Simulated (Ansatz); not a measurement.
`C[SiH2]O[SiH2]O` + `[NH2][GaH2]` → `C[SiH2][GaH][NH2]` + `O[SiH2]O`  (formal exchange of groups at the Si–O bond)

Gas-phase electronic energies from Ansatz, PBE0-D4/def2-TZVP geometries. CBS: MP2 limit from def2 TZ/QZ plus the TZ coupled-cluster correction, frozen cores. DFT in def2-TZVPP. For Ga outer-core shells are correlated without core-valence functions, which leaves a few kJ/mol of doubt a bond. Scalar relativity is left out up to krypton. One conformer a species, not always the lowest.

`C[SiH2]O[SiH2]O`:

Z-matrix (Å, degrees):
```
C
Si 1 1.860
H 1 1.093 2 111.2
H 1 1.093 2 110.9 3 -120.6
H 1 1.094 2 110.3 3 119.8
O 2 1.644 1 111.3 3 60.0
H 2 1.486 1 110.8 3 -59.3
H 2 1.488 1 110.2 3 -179.5
Si 6 1.628 2 142.8 1 28.7
O 9 1.642 6 112.3 2 49.1
H 9 1.483 6 106.5 2 170.8
H 9 1.480 6 110.2 2 -67.2
H 10 0.958 9 118.1 6 72.5
```

`[NH2][GaH2]`:

Cartesian coordinates in Å:
```
N -0.678 -0.660 -0.119
Ga 0.611 0.595 0.108
H -1.186 -0.796 -0.976
H -0.970 -1.302 0.597
H 0.930 1.505 -1.120
H 1.292 0.658 1.511
```

`C[SiH2][GaH][NH2]`:

```xyz
12

C     0.173    1.762    1.404
Si   -0.817    0.476    0.452
Ga    0.539   -1.331   -0.372
N     0.301   -1.853   -2.098
H    -0.480    2.548    1.789
H     0.925    2.229    0.764
H     0.690    1.304    2.251
H    -1.873   -0.085    1.348
H    -1.535    1.137   -0.678
H     1.638   -2.145    0.403
H    -0.363   -1.433   -2.726
H     0.802   -2.609   -2.534
```

`O[SiH2]O`:

Cartesian coordinates in Å:
```
O -0.866 0.876 0.765
Si -0.001 0.129 -0.413
O 0.869 -1.154 0.127
H -1.582 0.386 1.172
H -0.886 -0.454 -1.449
H 0.879 1.198 -0.940
H 1.587 -0.981 0.737
```

| level | ΔE (kcal/mol) |
| --- | --- |
| ωB97M-V | 23.9 |
| PBE | 17.0 |

Question: What does CCSD(T)/CBS give? (Estimate.)

Answer: Ansatz gave: +22.6 kcal/mol. The listed levels differ from it by 1.3, -5.6 kcal/mol.

Largest T1 diagnostic among the species: 0.014.

In def2-TZVPP, CCSD(T) changes the Hartree–Fock value by −6.6 kcal/mol (the triples alone add −0.9 kcal/mol) and MP2 by −5.4 kcal/mol. The D4 term adds +0.7 kcal/mol with B3LYP and +0.4 kcal/mol with PBE0; it sums over pairs of atoms, weighted by their polarisabilities, and B3LYP, whose exchange is more repulsive, gets the larger term. From PBE to PBE0 (25 % exact exchange), in def2-TZVPP and without D4, ΔE moves by +2.3 kcal/mol.

CCSD(T)/CBS has its own doubt, a few kJ/mol and more with outer-core shells, so smaller differences from it don't rank the levels.

B3LYP here is the variant with VWN-RPA as its local correlation; programs differ in this.
